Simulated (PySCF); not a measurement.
PSbSbSb tetrahedron, Sb₃P.
Bonds: P1–Sb2, P1–Sb3, P1–Sb4, Sb2–Sb3, Sb2–Sb4, Sb3–Sb4.

A GFN2-xTB structure was refined with PySCF, PBE0-D3(BJ)/def2-SVP geometry optimisation, gas phase, def2 core potentials past Kr. Its GFN2-xTB values:

```tsv
coordinate	GFN2-xTB
P1–Sb2	2.396 Å
P1–Sb3	2.395 Å
Sb2–Sb3	2.791 Å
P1–Sb2–Sb3	54.4°
Sb2–P1–Sb3	71.2°
Sb3–Sb2–Sb4	59.2°
```

Problem. How do these coordinates change at the PBE0-D3(BJ)/def2-SVP level?

Solution. 
```
 coordinate  PBE0-D3(BJ)/def2-SVP (Å or °)  change
     P1–Sb3                          2.557  +0.162
     P1–Sb2                          2.556  +0.160
    Sb2–Sb3                          2.810  +0.019
 Sb2–P1–Sb3                           66.7    -4.5
 P1–Sb2–Sb3                           56.7    +2.3
Sb3–Sb2–Sb4                           60.0    +0.8
```

The energy falls by 32.1 kJ/mol over 4 energy and gradient evaluations, the largest force component goes from 0.0571 to 2.3e-04 Eh/bohr, and the atoms move by 0.083 Å rms after alignment. The bond that changes most is P1–Sb3 (ends: phosphorus bonded to 3 Sb; antimony bonded to P and 2 Sb), which lengthens by 0.162 Å. Bonds longer at the end by more than 0.005 Å: 5 of 6; shorter: 1. Rotational constants go from 909.7, 865.3, 529.2 to 859.2, 858.2, 529.7 MHz.

The run used 96 basis functions and 35 SCF cycles in all.

No PBE0-D3(BJ)/def2-SVP frequencies stand behind this structure, so it isn't proved a minimum. The numbers are those of one conformer.
